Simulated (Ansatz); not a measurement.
Al(PH3)Cl3 (AlPH₃Cl₃). The state is a singlet with charge 0. Geometry PBE-D4/def2-SVP.

```xyz
8

Al   -0.3991    0.0821   -1.3094
P     0.3236   -0.0695    1.0660
H    -0.6722    0.0684    2.0790
H     1.2787    0.8831    1.5316
H     0.9498   -1.2757    1.5015
Cl   -1.2717    2.0191   -1.2566
Cl   -1.7098   -1.5890   -1.3718
Cl    1.5006   -0.1185   -2.2403
```

B3LYP takes the VWN-RPA correlation.

**Question.** Estimate the orbital energies around the gap (eV) in Ansatz with PBE-D4/def2-SVP, PBE-D4/def2-TZVPD, r2SCAN-D4/def2-TZVP, B3LYP-D4/def2-TZVPD, PBE0-D4/def2-TZVPD.

**Answer.** 
```
orbital  PBE-D4/def2-SVP  PBE-D4/def2-TZVPD  r2SCAN-D4/def2-TZVP  B3LYP-D4/def2-TZVPD  PBE0-D4/def2-TZVPD
 HOMO−9           -11.05             -11.25               -11.56               -12.47              -12.79
 HOMO−8            -9.21              -9.37                -9.69               -10.48              -10.76
 HOMO−7            -8.91              -9.17                -9.50               -10.30              -10.59
 HOMO−6            -8.91              -9.17                -9.50               -10.30              -10.59
 HOMO−5            -7.59              -7.92                -8.22                -9.04               -9.33
 HOMO−4            -7.59              -7.92                -8.22                -9.04               -9.33
 HOMO−3            -7.40              -7.75                -8.05                -8.85               -9.13
 HOMO−2            -7.40              -7.75                -8.05                -8.85               -9.13
 HOMO−1            -7.33              -7.60                -7.87                -8.65               -8.89
   HOMO            -6.99              -7.34                -7.63                -8.44               -8.71
   LUMO            -1.42              -1.80                -1.50                -1.11               -0.91
 LUMO+1            -1.42              -1.80                -1.50                -1.11               -0.91
 LUMO+2            -0.88              -1.51                -0.58                -1.07               -0.80
 LUMO+3            -0.19              -0.76                -0.06                -0.18                0.06
 LUMO+4             0.74              -0.63                 0.29                -0.07                0.12
 LUMO+5             1.77               0.30                 1.43                 0.61                0.84
```
